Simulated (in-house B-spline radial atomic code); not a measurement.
**Ionising V⁸⁺ with different functionals**

Computed with an all-electron radial atomic-structure program (B-spline basis): scalar-relativistic (spin-free X2C) Hamiltonian, Fermi nucleus of rms radius 3.6002 fm, spin-polarised at highest spin, spherical fractional occupations for the functionals, the average over the highest-spin determinants for Hartree-Fock. The ionisation energy is the difference of two self-consistent energies, [Ne] 3s2 3p3 → [Ne] 3s2 3p2, without Breit or QED terms; ε is the level of the shell that loses the electron (its least bound occupied spin orbital).

Hybrids are left out here: with spherical fractional occupations of an open shell their exact exchange keeps a self-interaction that integer-occupation calculations don't have.

| method | rung | ΔSCF (eV) | -ε(3p) (eV) |
| --- | --- | --- | --- |
| Hartree-Fock | Hartree-Fock | 203.84 | 204.39 |
| LDA VWN5 | LDA | 204.27 | 191.75 |
| LDA PW92 | LDA | 204.26 | 191.74 |
| LDA exchange-only | LDA | 202.73 | 190.25 |
| PBE | GGA | ? | ? |
| PBEsol | GGA | ? | ? |
| BLYP | GGA | 204.27 | 191.72 |
| RPBE | GGA | 204.48 | 192.01 |
| PW91 | GGA | 204.60 | 192.10 |
| BP86 | GGA | 204.48 | 191.98 |
| AM05 | GGA | 204.22 | 191.71 |
| OLYP | GGA | 205.04 | 192.54 |
| TPSS | meta-GGA | 204.79 | 192.38 |
| SCAN | meta-GGA | 205.51 | 193.30 |
| r2SCAN | meta-GGA | 205.45 | 193.25 |
| revTPSS | meta-GGA | 204.66 | 192.26 |

Q: What does PBE give?

A: ΔSCF 204.46 eV, and -ε(3p) = 191.98 eV.

Q: What does PBEsol give?

A: ΔSCF 204.30 eV, and -ε(3p) = 191.80 eV.

Q: How do they compare with the NIST value?

A: NIST lists 206.0 eV ± 0.4 (semi-empirical, ground level to ground level). Errors run from -3.27 to -0.49 eV; SCAN is closest (-0.49 eV), though others lie within the uncertainty of it, and part of that can be cancellation, since the calculations leave out spin-orbit coupling, Breit-QED terms, multiplet and fine-structure energies. Hartree-Fock also lacks correlation.
